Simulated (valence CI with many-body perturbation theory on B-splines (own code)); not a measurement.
**Hg8+: M1 decay**

Method: relativistic CI+MBPT: four valence electrons over a frozen Dirac-Fock core [Xe] 4f14, radial functions for each j: 9 s, 9 p, 10 d, 8 f, 5 g, 3 h, 1 i, with the one-electron correlation potential Σ1 (screened to all orders), the two-electron term Σ2, the three-electron term Σ3, Breit, model QED; selected single and double excitations, second order for the rest, scaled by the run's own slope (own B-spline code, finite nucleus).

No measured levels were compared; by estimate terms of the open shell hold to 2 to 4 % of their energy, and close levels can change places; different configurations can be misplaced against each other by 1,000 to 8,000 cm⁻¹. Core correlation moves these levels by up to 17000 cm⁻¹, and in measured spectra 5 to 20 % of such shifts remained as error; rates that hang on mixing are uncertain with them. Only levels of the ground parity were solved; by the run's estimate the other parity begins above the list, which can be wrong where configurations are misplaced.

Lines 1 to 50 of 120 in falling wavelength, among levels below 311620 cm⁻¹, chosen from the decays that carry over 1 % of a level's rate. Wavelengths and rates use the calculated energies, so an error of 2000 cm⁻¹ moves a line at 1391 nm by 28 % and its rate by three times that or more. S is in atomic units (e²a₀⁴ for E2 and M2, e²a₀⁶ for E3), for M1 in squared Bohr magnetons. Weak lines are less certain than strong ones. Lines between different terms over intervals too small for the method are left out, as are lines whose strength nearly cancels. Intervals below about 2000 cm⁻¹, as at the head of this list, are uncertain by tens of per cent.

Levels are named by their leading jj configuration (3d3/2^4 stands for four electrons in 3d with j = 3/2), which in mixed levels can hold well under half, so a name can repeat and another be missing. Letters in brackets count levels of one name in rising energy.

| λ vac (nm) | Upper | Lower | Type | A (s⁻¹) | S (a.u.) |
| --- | --- | --- | --- | --- | --- |
| 12980 | (5d3/2^3 5d5/2) J=4 | (5d3/2^3 5d5/2) J=3 | M1 | 6.59e-03 | 4.81e+00 |
| 2840 | (5d3/2^2 5d5/2^2) J=6 | (5d3/2^2 5d5/2^2) J=5 | M1 | 4.52e-01 | 5.00e+00 |
| 1997 | (5d3/2^3 5d5/2) J=3 | (5d3/2^3 5d5/2) J=2 | M1 | 4.33e+00 | 8.97e+00 |
| 1391 | (5d3/2^2 5d5/2^2) J=2 [b] | (5d3/2^2 5d5/2^2) J=1 | M1 | 3.83e+00 | 1.91e+00 |
| 1290 | (5d3/2^2 5d5/2^2) J=4 [b] | (5d3/2^2 5d5/2^2) J=5 | M1 | 4.49e-01 | 3.22e-01 |
| 1275 | (5d3/2^2 5d5/2^2) J=5 | (5d3/2^2 5d5/2^2) J=4 [a] | M1 | 6.42e+00 | 5.43e+00 |
| 1219 | (5d3/2^3 5d5/2) J=2 | (5d3/2^3 5d5/2) J=1 | M1 | 2.30e+01 | 7.71e+00 |
| 895.9 | (5d3/2^2 5d5/2^2) J=1 | (5d3/2^2 5d5/2^2) J=0 [a] | M1 | 2.19e+01 | 1.75e+00 |
| 890.9 | (5d3/2^2 5d5/2^2) J=4 [b] | (5d3/2^2 5d5/2^2) J=3 [a] | M1 | 1.82e+01 | 4.31e+00 |
| 872.0 | (5d3/2^2 5d5/2^2) J=2 [b] | (5d3/2^2 5d5/2^2) J=2 [a] | M1 | 9.36e+00 | 1.15e+00 |
| 867.6 | (5d3/2 5d5/2^3) J=3 [a] | (5d3/2^2 5d5/2^2) J=4 [b] | M1 | 5.76e+00 | 9.77e-01 |
| 866.2 | (5d3/2^2 5d5/2^2) J=2 [c] | (5d3/2^2 5d5/2^2) J=2 [b] | M1 | 4.08e+00 | 4.92e-01 |
| 862.0 | (5d3/2 5d5/2^3) J=3 [c] | (5d3/2^2 5d5/2^2) J=2 [e] | M1 | 1.47e+01 | 2.44e+00 |
| 835.4 | (5d3/2^3 5d5/2) J=1 | (5d3/2^4) J=0 | M1 | 5.96e+01 | 3.87e+00 |
| 813.7 | (5d3/2^2 5d5/2^2) J=2 [b] | (5d3/2^2 5d5/2^2) J=3 [a] | M1 | 5.00e-01 | 4.99e-02 |
| 804.9 | (5d3/2^2 5d5/2^2) J=2 [d] | (5d3/2 5d5/2^3) J=3 [a] | M1 | 2.55e+00 | 2.46e-01 |
| 800.8 | (5d3/2^2 5d5/2^2) J=4 [a] | (5d3/2^3 5d5/2) J=4 | M1 | 6.25e+01 | 1.07e+01 |
| 754.2 | (5d3/2^2 5d5/2^2) J=4 [a] | (5d3/2^3 5d5/2) J=3 | M1 | 1.57e+01 | 2.25e+00 |
| 752.7 | (5d3/2^2 5d5/2^2) J=3 [b] | (5d3/2^2 5d5/2^2) J=3 [a] | M1 | 1.72e+00 | 1.90e-01 |
| 701.0 | (5d3/2 5d5/2^3) J=4 [a] | (5d3/2^2 5d5/2^2) J=5 | M1 | 1.40e+01 | 1.61e+00 |
| 647.7 | (5d3/2^2 5d5/2^2) J=4 [c] | (5d3/2 5d5/2^3) J=4 [a] | M1 | 1.54e+01 | 1.40e+00 |
| 641.3 | (5d3/2^2 5d5/2^2) J=4 [b] | (5d3/2^2 5d5/2^2) J=4 [a] | M1 | 1.10e+01 | 9.66e-01 |
| 631.7 | (5d3/2 5d5/2^3) J=3 [b] | (5d3/2^2 5d5/2^2) J=2 [c] | M1 | 4.45e+00 | 2.91e-01 |
| 630.9 | (5d3/2 5d5/2^3) J=5 | (5d3/2^2 5d5/2^2) J=4 [b] | M1 | 5.94e+01 | 6.08e+00 |
| 624.5 | (5d3/2 5d5/2^3) J=1 [a] | (5d3/2^2 5d5/2^2) J=2 [b] | M1 | 3.10e+01 | 8.38e-01 |
| 593.3 | (5d3/2^2 5d5/2^2) J=3 [a] | (5d3/2^3 5d5/2) J=4 | M1 | 3.63e+00 | 1.97e-01 |
| 591.2 | (5d3/2 5d5/2^3) J=3 [b] | (5d3/2 5d5/2^3) J=3 [a] | M1 | 2.12e+01 | 1.14e+00 |
| 567.3 | (5d3/2^2 5d5/2^2) J=3 [a] | (5d3/2^3 5d5/2) J=3 | M1 | 7.31e+01 | 3.46e+00 |
| 565.1 | (5d3/2^2 5d5/2^2) J=2 [e] | (5d3/2^2 5d5/2^2) J=2 [c] | M1 | 5.23e+01 | 1.75e+00 |
| 563.8 | (5d3/2 5d5/2^3) J=4 [a] | (5d3/2^2 5d5/2^2) J=3 [a] | M1 | 1.68e+01 | 1.00e+00 |
| 556.9 | (5d3/2 5d5/2^3) J=3 [c] | (5d3/2^2 5d5/2^2) J=2 [d] | M1 | 7.99e+00 | 3.58e-01 |
| 540.5 | (5d3/2 5d5/2^3) J=1 [b] | (5d3/2^2 5d5/2^2) J=2 [d] | M1 | 6.44e+01 | 1.13e+00 |
| 533.8 | (5d3/2^2 5d5/2^2) J=2 [c] | (5d3/2^2 5d5/2^2) J=1 | M1 | 1.33e+01 | 3.76e-01 |
| 502.7 | (5d3/2^2 5d5/2^2) J=4 [c] | (5d3/2^2 5d5/2^2) J=3 [b] | M1 | 1.53e+01 | 6.48e-01 |
| 501.2 | (5d3/2 5d5/2^3) J=3 [c] | (5d3/2^2 5d5/2^2) J=4 [c] | M1 | 6.76e+01 | 2.21e+00 |
| 499.7 | (5d5/2^4) J=4 | (5d3/2^2 5d5/2^2) J=4 [c] | M1 | 9.06e+00 | 3.77e-01 |
| 498.0 | (5d3/2 5d5/2^3) J=5 | (5d3/2^2 5d5/2^2) J=6 | M1 | 3.66e+01 | 1.84e+00 |
| 491.9 | (5d3/2^2 5d5/2^2) J=5 | (5d3/2^3 5d5/2) J=4 | M1 | 4.97e+01 | 2.41e+00 |
| 456.9 | (5d3/2^2 5d5/2^2) J=2 [d] | (5d3/2^2 5d5/2^2) J=3 [b] | M1 | 6.97e+01 | 1.23e+00 |
| 456.0 | (5d3/2 5d5/2^3) J=3 [a] | (5d3/2^2 5d5/2^2) J=2 [a] | M1 | 1.54e+02 | 3.78e+00 |
| 452.4 | (5d3/2 5d5/2^3) J=4 [a] | (5d3/2^2 5d5/2^2) J=4 [a] | M1 | 2.13e+02 | 6.56e+00 |
| 452.2 | (5d3/2 5d5/2^3) J=6 | (5d3/2^2 5d5/2^2) J=6 | M1 | 7.97e+01 | 3.55e+00 |
| 441.8 | (5d3/2^2 5d5/2^2) J=3 [a] | (5d3/2^3 5d5/2) J=2 | M1 | 5.79e+01 | 1.30e+00 |
| 439.6 | (5d3/2 5d5/2^3) J=3 [a] | (5d3/2^2 5d5/2^2) J=3 [a] | M1 | 1.41e+02 | 3.11e+00 |
| 437.0 | (5d3/2^2 5d5/2^2) J=2 [d] | (5d3/2^2 5d5/2^2) J=2 [b] | M1 | 5.95e+01 | 9.20e-01 |
| 434.6 | (5d3/2^2 5d5/2^2) J=2 [c] | (5d3/2^2 5d5/2^2) J=2 [a] | M1 | 3.66e+01 | 5.56e-01 |
| 431.0 | (5d3/2 5d5/2^3) J=1 [a] | (5d3/2^2 5d5/2^2) J=1 | M1 | 1.07e+02 | 9.53e-01 |
| 426.4 | (5d3/2^2 5d5/2^2) J=2 [a] | (5d3/2^3 5d5/2) J=2 | M1 | 7.28e+01 | 1.05e+00 |
| 423.7 | (5d3/2 5d5/2^3) J=5 | (5d3/2^2 5d5/2^2) J=5 | M1 | 5.84e+01 | 1.81e+00 |
| 419.6 | (5d3/2^2 5d5/2^2) J=2 [c] | (5d3/2^2 5d5/2^2) J=3 [a] | M1 | 5.56e+00 | 7.61e-02 |
